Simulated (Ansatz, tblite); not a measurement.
Cost and result up the ladder for Pd₃⁻ (3 atoms). Charge -1, multiplicity 2. Geometry: PBE0-D4/def2-TZVPD.

```csv
atom,x (Å),y (Å),z (Å)
Pd1,-1.306,0.005,0.689
Pd2,0.107,0.506,-1.383
Pd3,1.199,-0.511,0.694
```

Ansatz on 4 threads of Arm Neoverse V1 on a shared host; xTB runs through tblite on one thread. Times are rough, summed over both states, and most runs start from the orbitals of an earlier one. ωB97M-V/def2-TZVPD serves as the yardstick here, not as an exact answer. The other state is a quartet at its own geometry.

In the def2 sets Pd takes a core potential; there is no spin–orbit coupling. The xTB rows come from tblite. HSE06 is defined as in plane-wave codes, on full-range PBE exchange. Correlated methods freeze no core orbitals; core or outer-core shells of Pd are correlated, in sets that lack core-valence functions. In CCSD on the charge -1 doublet the largest single amplitude is 0.36, so its Hartree–Fock determinant may place the open shell otherwise than the density functionals do. HOMO above LUMO, or a gap near zero within one spin, warns that the state may not be the lowest or that an electron is smeared out. The structure comes from a short search, and lower isomers may exist.

Run but left out: HF/STO-3G, HF/def2-TZVPD, MP2/def2-TZVPD (doublet: ⟨S²⟩ 1.22 to 5.04, where a pure state has 0.75); B97M-V/def2-TZVPD (quartet: an occupied level 0.05 eV above an empty one).

Correlated methods converge slowly with the basis.

xTB has no spin-polarisation term.

| level | functions | wall time | quartet − doublet (eV) | difference from ωB97M-V/def2-TZVPD (eV) | remarks |
| --- | --- | --- | --- | --- | --- |
| GFN1-xTB | 27 | 0.007 s | 2.91 | 1.76 | – |
| GFN2-xTB | 27 | 0.007 s | 1.93 | 0.78 | – |
| HSE06-D4/def2-TZVPD | 120 | 11 s | 1.09 | -0.05 | HOMO above zero (doublet), HOMO above zero (quartet) |
| PBE-D4/def2-TZVPD | 120 | 14 s | 0.92 | -0.22 | HOMO above zero (doublet), HOMO above zero (quartet), gap within one spin near zero (quartet) |
| RPA@PBE/def2-TZVPD | 120 | 15 s | 0.30 | -0.84 | – |
| r2SCAN-D4/def2-TZVPD (with forces) | 120 | 31 s | 0.83 | -0.31 | HOMO above zero (doublet), HOMO above zero (quartet) |
| PBE0-D4/def2-TZVPD | 120 | 46 s | 1.09 | -0.06 | HOMO above zero (quartet) |
| ωB97X-V/def2-TZVPD | 120 | 68 s | 1.08 | -0.06 | – |
| ωB97M-V/def2-TZVPD | 120 | 96 s | 1.14 | 0.00 | – |
| CCSD(T)/def2-TZVPD | 120 | 3.7 min | 0.89 | -0.25 | large T1 (0.056) (quartet), large T1 (0.069) (doublet), spin-contaminated (⟨S²⟩ 1.22) (doublet), spin-contaminated (⟨S²⟩ 3.99) (quartet) |
